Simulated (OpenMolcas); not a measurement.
# Au2+: moving or changing the point charges

Au2+ among 6 point charges of -1.7 e arranged as a tetragonal octahedron (D4h), 2.12 Å from the ion, with the axial distance 2.099 Å.

| Property | Result |
| --- | --- |
| Program | OpenMolcas |
| Method | SS-CASPT2, IPEA 0.25 Eh, imaginary shift 0.1 Eh (closed shells correlated: 5s 5p) |
| Basis | ANO-RCC-VDZP [7s6p4d2f] |
| Scalar Hamiltonian | DKH2, point nucleus |
| Active space | 9 electrons in 5 orbitals (5d) |
| State averaging | 2S+1 = 2 even, 5 roots |
| Spin-orbit coupling | state interaction with AMFI integrals over the reference wave functions |

Runs around this geometry, states (labels of D4, the rotations of D4h). Energies in cm-1 above the lowest state or level, χT in cm3 K/mol.

```csv
R (Å),q (e),Axial / equatorial distance,Ground state,First state of that spin,First gap with spin-orbit (degeneracies),χT at 300 K
2.12,-1.7,0.91,2A1,2B1 4820,"4290 (2, 2)",0.854
2.12,-1.36,0.99,2A1,2B1 460,"390 (2, 2)",0.988
1.99,-1.7,0.99,2A1,2B1 660,"600 (2, 2)",0.884
2.12,-1.7,0.99,2A1,2B1 550,"490 (2, 2)",0.945
2.24,-1.7,0.99,2A1,2B1 480,"420 (2, 2)",0.989
```

Taking the first state of the same spin as R^-n, n = -ln(480 / 660) / ln(2.24 / 1.99) = 2.7 between the shortest and longest distance.

Scaling the charges by -1.36 / -1.7 = 0.80 scales the first state of the same spin by 460 / 550 = 0.84; with fixed orbitals a first-order splitting would follow the charge.

Free-ion shares, where given, are those of the reference states; single-state CASPT2 does not remix them. This is an electrostatic model: the charges have no orbitals. No measured value stands beside these numbers.
